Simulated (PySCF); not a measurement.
Gas-phase equilibrium of 1 mol HF, 7.2 mol H₂O at 2500 K and 0.133 bar, among 15 species (O₂, F₂, O, F, HO₂, HOF, H₂O, H, FO, H₂O₂, O₃, HF, H₂, F₂O, OH). Only gases are allowed; each row takes one source of thermochemistry for all species, and Cantera finds the minimum.

Computed with PySCF (xtb for GFN2) and rigid-rotor harmonic-oscillator thermochemistry at 1 bar. Table values come from the NASA 1993 polynomials. † marks an energy on the PBE0/def2-TZVP geometry and frequencies; other levels use their own. CCSD(T) freezes the core. Open shells (unrestricted) among the columns below: O₂ (multiplicity 3), O (multiplicity 3, electronic degeneracy 9), F (multiplicity 2, electronic degeneracy 6), H (multiplicity 2), OH (multiplicity 2, electronic degeneracy 4); the rest are closed-shell singlets. GFN2 has no spin-polarisation term. Spin-orbit splitting is ignored; it lowers the true energy and changes the entropy of O, F, OH. CCSD(T) isn't extrapolated to the basis-set limit. The harmonic model lacks anharmonicity and excited electronic states, which grow with temperature; levels with a mode under 35 cm⁻¹ are left out. The table's entry may be an old estimate for OH (not checked at source).

Molecules larger than those listed are left out. Also missing: (HF)n, which can matter at low temperature or high pressure. Table species left out: FO2, H2F2, H3F3, H4F4.

With table thermochemistry: H₂O 0.72, H 0.018, O 0.0066, H₂ 0.071, O₂ 0.027, HF 0.11, OH 0.039, F 6.2e-5.

**Question.** How far does the composition move with the other sources (BLYP/def2-TZVP†, CCSD(T)/def2-SVP†, CCSD(T)/def2-TZVPP†, GFN2-xTB, HF/def2-TZVP†, PBE/def2-SVP)?

**Answer.** 
```tsv
thermochemistry	x H₂O	x H	x O	x H₂	x O₂	x HF	x OH	x F
table	0.72	0.018	0.0066	0.071	0.027	0.11	0.039	6.2e-5
BLYP/def2-TZVP†	0.50	0.034	0.0033	0.22	0.10	0.10	0.043	5.9e-5
CCSD(T)/def2-SVP†	0.51	0.054	0.036	0.17	0.060	0.10	0.073	0.00026
CCSD(T)/def2-TZVPP†	0.67	0.024	0.015	0.089	0.029	0.11	0.057	0.00010
GFN2-xTB	0.87	0.0012	1.8e-8	0.0057	0.00096	0.12	0.0015	0.0059
HF/def2-TZVP†	0.0017	0.41	0.36	0.17	1.8e-6	0.040	0.015	0.012
PBE/def2-SVP	0.42	0.070	0.00093	0.25	0.14	0.100	0.017	4.7e-5
```
The most sensitive of these is O: it spans a factor of 10^7.3 over these rows; at this temperature one factor of ten is RT ln 10 = 48 kJ/mol.
